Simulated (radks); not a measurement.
All-electron atom: the thallium ion Tl3+ in [Kr] 4d10 4f14 5s2 5p5 5d10 5f1 (not the ground configuration).

Calculated with a radial shooting solver on a logarithmic mesh with Libxc functionals: Dirac Kohn-Sham, PBE, spin-unpolarised, spherical densities, finite nucleus; open shells are shared between the two j in proportion to 2j + 1; Fermi nuclear charge, rms radius 5.4759 fm.

Energy parts (hartree):
| part | energy |
|---|---|
| total | -20277.7921 |
| kinetic | 23475.7660 |
| electron-nucleus | -51107.8654 |
| Hartree | 7734.7314 |
| exchange-correlation | -380.4240 |

Orbitals (lengths in bohr, moments of r in powers of bohr; r(max) is where P^2 peaks; r(90%) holds 90 % of the orbital's charge):
orbital	occ.	eigenvalue (hartree)	r(max)	r(90%)	<r^2>	<r>	small-component weight
1s1/2	2	-3141.158	0.01003	0.0299	0.0003691	0.01632	9.51e-02
2s1/2	2	-560.0891	0.05837	0.107	0.005550	0.06808	2.19e-02
2p1/2	2	-537.8992	0.04279	0.0934	0.003911	0.05589	2.20e-02
2p3/2	4	-461.9920	0.05039	0.105	0.005095	0.06468	1.94e-02
3s1/2	2	-134.8204	0.1642	0.261	0.03599	0.1770	7.35e-03
3p1/2	2	-124.7657	0.1530	0.252	0.03272	0.1674	7.30e-03
3p3/2	4	-107.8905	0.1684	0.275	0.03909	0.1835	6.55e-03
3d3/2	4	-91.22484	0.1309	0.248	0.02987	0.1595	6.44e-03
3d5/2	6	-87.62052	0.1351	0.254	0.03159	0.1644	6.24e-03
4s1/2	2	-31.25440	0.3695	0.562	0.1732	0.3915	2.52e-03
4p1/2	2	-26.91299	0.3672	0.571	0.1759	0.3931	2.42e-03
4p3/2	4	-22.80960	0.3985	0.619	0.2076	0.4273	2.13e-03
4d3/2	4	-15.70611	0.3903	0.646	0.2168	0.4332	1.93e-03
4d5/2	6	-14.94009	0.3998	0.662	0.2278	0.4442	1.86e-03
5s1/2	2	-6.24538	0.8074	1.24	0.8549	0.8735	6.70e-04
4f5/2	6	-5.76935	0.3557	0.738	0.2580	0.4635	1.50e-03
4f7/2	8	-5.59988	0.3602	0.748	0.2651	0.4699	1.47e-03
5p1/2	1.66667	-4.77643	0.8477	1.34	0.9823	0.9337	5.85e-04
5p3/2	3.33333	-4.01605	0.9242	1.47	1.179	1.023	4.97e-04
5d3/2	4	-1.97095	1.076	1.90	1.854	1.270	3.23e-04
5d5/2	6	-1.87868	1.106	1.96	1.970	1.309	3.05e-04
6s1/2	0	-1.45040	1.893	2.99	4.907	2.096	1.30e-04
6p1/2	0	-1.10432	2.151	3.47	6.517	2.412	9.82e-05
6p3/2	0	-1.00096	2.357	3.77	7.725	2.628	8.41e-05
5f5/2	0.428571	-0.45551	3.028	5.51	14.80	3.559	3.57e-05
5f7/2	0.571429	-0.45407	3.054	5.54	14.97	3.582	3.51e-05

The highest occupied level is 5f7/2 at -12.356 eV. The configuration is held as typed, so some empty levels lie below it. Summed over all electrons, <r^2> = 49.48 bohr^2, which gives a Langevin (diamagnetic) susceptibility term of -39.2 x 10^-6 cm^3/mol. The density falls to 0.001 e/bohr^3 at r = 4.19 bohr.
